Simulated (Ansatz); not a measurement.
`[Cl][Hf]([Cl])([Cl])[Br]` and `[CH3][Hf]([Cl])([Cl])[Cl]` differ in one atom or group.

Ansatz, PBE0-D4/def2-TZVP geometries, multiplicity 1. 

Elements past krypton have def2 core potentials. Scalar relativity is left out up to krypton.

```
                             property  `[Cl][Hf]([Cl])([Cl])[Br]`
HOMO–LUMO gap (B3LYP/def2-TZVPP) / eV                        6.57
    LUMO energy (PBE/def2-TZVPP) / eV                       -2.97
  HOMO–LUMO gap (PBE/def2-TZVPP) / eV                        4.96
   LUMO energy (PBE0/def2-TZVPP) / eV                       -2.19
   HOMO energy (PBE0/def2-TZVPP) / eV                       -9.22
    HOMO energy (PBE/def2-TZVPP) / eV                       -7.92
```

(1) Give the same properties after the change, and the shifts. (Estimate.)

Answers

(1) Computed: 
| property | `[CH3][Hf]([Cl])([Cl])[Cl]` | shift |
| --- | --- | --- |
| HOMO–LUMO gap (B3LYP/def2-TZVPP) / eV | 6.42 | -0.15 |
| LUMO energy (PBE/def2-TZVPP) / eV | -2.58 | 0.39 |
| HOMO–LUMO gap (PBE/def2-TZVPP) / eV | 4.66 | -0.30 |
| LUMO energy (PBE0/def2-TZVPP) / eV | -1.72 | 0.47 |
| HOMO energy (PBE0/def2-TZVPP) / eV | -8.60 | 0.62 |
| HOMO energy (PBE/def2-TZVPP) / eV | -7.24 | 0.68 |

With PBE0 the HOMO rises by 0.62 eV and the LUMO rises by 0.47 eV, so the gap narrows by about 0.15 eV. PBE moves the HOMO by 0.68 eV and ωB97M-V by 0.50 eV. The zero-point energy changes by 87.7 kJ/mol with +9 modes.

B3LYP here is the variant with VWN-RPA as its local correlation; programs differ in this.

Spin–orbit coupling is left out; it splits and shifts lone-pair levels of the heavy atoms by tenths of an eV.
